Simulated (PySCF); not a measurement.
**Shapes and spin states of CrSBr**

Level of theory: PBE in PySCF with Cr def2-SVP, S def2-SVP, Br def2-SVP; no relativity; density-fitted integrals.

Relaxations began from a few typed shapes and spin states; open shells are unrestricted. The search is not exhaustive: other isomers or separated fragments can lie lower, and high-lying points may rest on an excited occupation.

Which is the lowest minimum found?
A. broken-symmetry Ms = 1/2 (⟨S²⟩ 1.81) C∞v: Cr–Br 2.325 Å, Cr–S 2.020 Å; Br–Cr–S 180.0°
B. quartet (⟨S²⟩ 4.15) C∞v: Cr–Br 2.336 Å, Cr–S 2.065 Å; Br–Cr–S 180.0°
C. quartet (⟨S²⟩ 4.15) Cs: Cr–Br 2.335 Å, Cr–S 2.065 Å; Br–Cr–S 176.0°
D. broken-symmetry Ms = 1/2 (⟨S²⟩ 1.77) Cs: Cr–Br 2.293 Å, Cr–S 1.998 Å; Br–Cr–S 132.9°
E. broken-symmetry Ms = 1/2 (⟨S²⟩ 1.80) Cs: Cr–Br 2.297 Å, Cr–S 2.003 Å; Br–Cr–S 134.6°

B. The others lie at 0.0 (quartet Cs), 98.1 (broken-symmetry Ms = 1/2 Cs), 99.0 (broken-symmetry Ms = 1/2 Cs), 104.5 (broken-symmetry Ms = 1/2 C∞v, a saddle point) kJ/mol above it.

For the lowest minimum: the determinant is spin-contaminated (⟨S²⟩ = 4.15, pure value 3.75). Other spin states or occupations of the open shell can lie lower.

The electron or spin density has lower symmetry than the nuclear frame for the broken-symmetry Ms = 1/2 (⟨S²⟩ 1.81) C∞v at 104.5 kJ/mol.
